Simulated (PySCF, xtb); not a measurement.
C4H9O, SMILES [O]C(C)(C)C, multiplicity 2.

Harmonic wavenumbers (cm⁻¹) from GFN2-xTB in xtb at its own minimum, in rising order: 136, 212, 214, 255, 278, 367, 372, 408, 750, 849, 906, 917, 940, 945, 1001, 1031, 1048, 1254, 1328, 1353, 1386, 1434, 1461, 1464, 1471, 1477, 1491, 3034, 3038, 3039, 3041, 3046, 3049, 3052, 3061, 3062.

Task: What does PySCF 2.14.0 with PBE-D3(BJ)/def2-SVP give at its own minimum? (The exact figures need the calculation; the answer reports its results.)

Result: 180, 246, 247, 312, 318, 394, 407, 422, 719, 853, 863, 907, 910, 962, 973, 1087, 1107, 1210, 1292, 1297, 1334, 1371, 1394, 1402, 1404, 1411, 1436, 2971, 2975, 2980, 3066, 3071, 3080, 3081, 3088, 3102. Paired by order, the mean absolute difference is 42 cm⁻¹ and the zero-point energies are 74.6 and 74.2 kcal/mol.
